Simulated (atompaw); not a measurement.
**terbium (Tb): PAW (atompaw) pseudisation with PBEsol, scalar-relativistic reference atom.**

atompaw 4.2.0.5 was run on this input:

```
Tb 65
GGA-PBESOL scalarrelativistic loggrid 2001 logderivrange -6 5 276
6 6 5 4 0 0
6 0 1
6 1 0
5 2 0
4 3 9
0 0 0
c
c
c
c
v
v
c
c
c
v
v
c
c
v
v
3
3.00 2.30 2.85 3.00
n
n
y
0.05
n
y
4.35
n
custom polynom vanderbiltortho sinc
4 0 ultrasoft
2.35
1.80
2.45
2.55
3.00
3.00
1.25
1.25
PWSCFOUT
UPFDX 0.0125d0 UPFXMIN -7.d0 UPFZMESH 65.d0
END
```

Command:

```bash
atompaw < Tb.input > Tb.log
```

Output (summary file):

```
Completed calculations for Tb (AE)

 Exchange-correlation type: GGA, Perdew-Burke-Ernzerhof modified (PBEsol)

 Radial integration grid is logarithmic
 r0 =   1.0423744E-04 h =   6.7754336E-03   n =      2001 rmax =   8.0000000E+01

 Scalar relativistic calculation

 AEatom converged in  41 iterations
   nz     =  65.00
   delta  =       4.518587953703E-16

 All Electron Orbital energies:
  n  l      occupancy      energy
  1  0      2.0000000E+00 -3.8107052E+03
  2  0      2.0000000E+00 -6.3210388E+02
  3  0      2.0000000E+00 -1.4054126E+02
  4  0      2.0000000E+00 -2.8188866E+01
  5  0      2.0000000E+00 -3.9655987E+00
  6  0      1.0000000E+00 -6.4172122E-01
  2  1      6.0000000E+00 -5.6177550E+02
  3  1      6.0000000E+00 -1.1885681E+02
  4  1      6.0000000E+00 -2.1050049E+01
  5  1      6.0000000E+00 -2.2983607E+00
  6  1      0.0000000E+00 -3.9404749E-01
  3  2      1.0000000E+01 -9.0599460E+01
  4  2      1.0000000E+01 -1.1256417E+01
  5  2      0.0000000E+00 -5.1247915E-01
  4  3      9.0000000E+00 -6.9347036E-01

 Total energy
   Total                    :   -23409.57210643774670

 ---
 Completed calculations for Tb (SC)

 Exchange-correlation type: GGA, Perdew-Burke-Ernzerhof modified (PBEsol)

 Radial integration grid is logarithmic
 r0 =   1.0423744E-04 h =   6.7754336E-03   n =      2001 rmax =   8.0000000E+01

 Scalar relativistic calculation

 SCatom converged in   5 iterations
   nz     =  65.00
   delta  =       2.574564602553E-14

 Valence Electron Orbital energies:
  n  l      occupancy      energy
   5  0      2.0000000E+00 -3.9655987E+00
   6  0      1.0000000E+00 -6.4172122E-01
   5  1      6.0000000E+00 -2.2983607E+00
   6  1      0.0000000E+00 -3.9404749E-01
   5  2      0.0000000E+00 -5.1247915E-01
   4  3      9.0000000E+00 -6.9347036E-01

 Total energy
   Total                    :   -23409.57210644617953
   Valence                  :     -720.17734901053495

 PAW parameters:
       lmax =            3
         rc =    3.0122384962349251
        irc =         1517
   rc_shape =    2.3127357099681336
    rc_vloc =    2.8533053461695808
    rc_core =    3.0122384962349251
   Vloc: Non norm-conserving form with l= 4;e=   0.0000E+00
   Projector type: polynomial pseudization + Vanderbilt ortho.
   Sinc^2 compensation charge shape zeroed at   2.3127E+00

 Number of basis functions     8
 No.   n  nodes  l      Energy         Cp coeff         Occ
  1    5    4    0   -0.3965599E+01 -0.1927941E+01  0.2000000E+01
  2    6    5    0   -0.6417212E+00  0.4433724E+02  0.1000000E+01
  3    5    3    1   -0.2298361E+01  0.2656824E+01  0.6000000E+01
  4    6    4    1   -0.3940475E+00  0.8599139E+02  0.0000000E+00
  5    5    2    2   -0.5124791E+00 -0.8799002E+03  0.0000000E+00
  6  999    3    2    0.5000000E-01 -0.5254466E+01  0.0000000E+00
  7    4    0    3   -0.6934704E+00 -0.1740020E+00  0.9000000E+01
  8  999    1    3    0.4350000E+01 -0.8913432E+00  0.0000000E+00

 Eigenvalues of overlap operator (in the basis of projectors):
    1        2.72587882E-02
    2        3.68928955E-01
    3        1.51753094E+00
    4        1.61464302E+00
    5        2.64494845E+01
    6        4.55625192E+01
    7        1.03647737E+02
    8        5.91098212E+02

 Orbital leakage outside PAW augmentation regions
   orb  is_core?  %out_of_sphere
   1 0    T           0.00
   2 0    T           0.00
   3 0    T           0.00
   4 0    T           0.00
   5 0    F           0.28
   6 0    F          71.16
   2 1    T           0.00
   3 1    T           0.00
   4 1    T           0.00
   5 1    F           1.88
   6 1    F          89.65
   3 2    T           0.00
   4 2    T           0.00
   5 2    F          35.75
   4 3    F           0.87

 Summary of PAW energies
   Total valence energy     :   -720.17734776408429
   Smooth energy            :     84.72826302776794
   One center               :   -804.90561079185227
   Smooth kinetic           :     77.43498618600029
   Vloc energy              :     14.07562459667833
   Smooth exch-corr         :    -14.33566339114441
   One-center xc            :   -489.23627375479305
```

The run took about 15 s on one core of a shared server CPU.
